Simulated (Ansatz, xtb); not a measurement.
Process, species as SMILES: c1cncnc1 [pyrimidine] + 4 C (CH4) + 2 N (NH3) → C=C (C2H4) [ethene] + 2 C=N (CH3N) + CC (C2H6) [ethane] + 2 CN (CH5N) [methanamine]
Each molecule is optimised on its own at B3LYP-D3(BJ)/def2-TZVP (Ansatz, a program for electronic structure). Unstable Hartree-Fock reference: c1cncnc1.
Geometry of the first species:
```xyz
10

C     -1.3470     0.0701    -0.0364
C     -0.6833    -1.1427     0.0782
N      0.6465    -1.2224     0.1150
C      1.3054    -0.0679     0.0353
N      0.7750     1.1485    -0.0766
C     -0.5560     1.2071    -0.1117
H     -2.4264     0.1262    -0.0656
H     -1.2290    -2.0783     0.1425
H      2.3882    -0.1242     0.0646
H     -0.9974     2.1941    -0.2027
```

Property: bond separation energy (electronic energy difference), in kcal/mol. Correlated levels leave the core frozen unless marked. Spin-orbit coupling is left out. Non-relativistic unless marked X2C. CBS marks a two-point X^-3 extrapolation of the correlation energy; Hartree-Fock from the larger set. [CCSD(T)-MP2]/basis is that difference in the basis named.

```
level                         program  bond separation energy (kcal/mol)
---------------------  --------------  ---------------------------------
GFN2-xTB                          xtb                               78.1
HF/cc-pwCVTZ                   Ansatz                               64.7
PBE0-D4/def2-TZVP      Ansatz + dftd4                               73.3
BHLYP-D4/def2-TZVPD    Ansatz + dftd4                               70.3
r2SCAN0-D4/def2-TZVPD  Ansatz + dftd4                               75.3
HSE06-D4/def2-TZVPD    Ansatz + dftd4                               73.2
MP2/6-31G                      Ansatz                               71.1
```

**Question.** Estimate the value at RI-MP2/CBS(cc-pVTZ,cc-pVQZ)+[CCSD(T)-MP2]/cc-pVTZ as computed with Ansatz.

**Answer.** 68.5 kcal/mol, so MP2/6-31G differs from it by 2.6 kcal/mol.
